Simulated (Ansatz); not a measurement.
Reactions of `CO[SiH2]N[SiH2]F`.

Computed with Ansatz on PBE0-D4/def2-TZVP structures; ΔE is electronic, products minus reactants. CCSD(T)/CBS is the MP2 limit (def2-TZVPP, def2-QZVPP) plus CCSD(T) − MP2 in def2-TZVPP, frozen cores. This one scheme is used for every species, atoms too. Functionals use def2-TZVPP. B3LYP here is the variant with VWN-RPA as its local correlation; programs differ in this. Open shells (•) are unrestricted, without spin–orbit coupling. Spin–orbit coupling would lower the free atoms: a little for C, F, O, Si. Bonds to Se are less sure, by a few kJ/mol each and by 10 to 20 or more in all where they break to atoms, as the def2 sets lack core-valence functions. Scalar relativity is left out up to krypton. One conformer a species, not always the lowest.

```tsv
reaction	MP2/CBS(def2) (kJ/mol)	B2PLYP (kJ/mol)	B3LYP-D4 (kJ/mol)	PBE0-D4 (kJ/mol)	CCSD(T)/CBS(def2) (kJ/mol)
`CO[SiH2]N[SiH2]F` + SiH₄ → `F[SiH2]N[SiH2][SiH3]` + CH₃OH	120	118	112	96	112
`CO[SiH2]N[SiH2]F` + H₂ → `F[SiH2]N[SiH3]` + CH₃OH	96	86	89	81	89
`CO[SiH2]N[SiH2]F` + `O[SiH](O)O` → `O[SiH](O)O[SiH2]F` + `CO[SiH2]N`	-51	-54	-54	-47	-51
`CO[SiH2]N[SiH2]F` + H₂Se → `F[SiH2][SeH]` + `CO[SiH2]N`	7	11	12	4	10
`CO[SiH2]N[SiH2]F` → `CO[SiH2]N` + `F[SiH]`	300	273	272	285	281
`CO[SiH2]N[SiH2]F` + `S[SiH2]Cl` → `CO[SiH2]S[SiH2]Cl` + `N[SiH2]F`	-7	4	-4	-9	-2
`CO[SiH2]N[SiH2]F` → C• + F• + 8 H• + N• + O• + 2 Si•	5235	5088	5138	5089	5159
`CO[SiH2]N[SiH2]F` + BH₃ → `B[SiH2]N[SiH2]F` + CH₃OH	141	140	134	115	133
`CO[SiH2]N[SiH2]F` + `C[SeH]` → `CO[SiH2][Se]C` + `N[SiH2]F`	-5	4	1	-6	0
`CO[SiH2]N[SiH2]F` + H₂O → `CO[SiH2]N[SiH2]O` + H–F	44	51	45	43	46
```

Largest T1 diagnostic: 0.015, for `F[SiH]`.
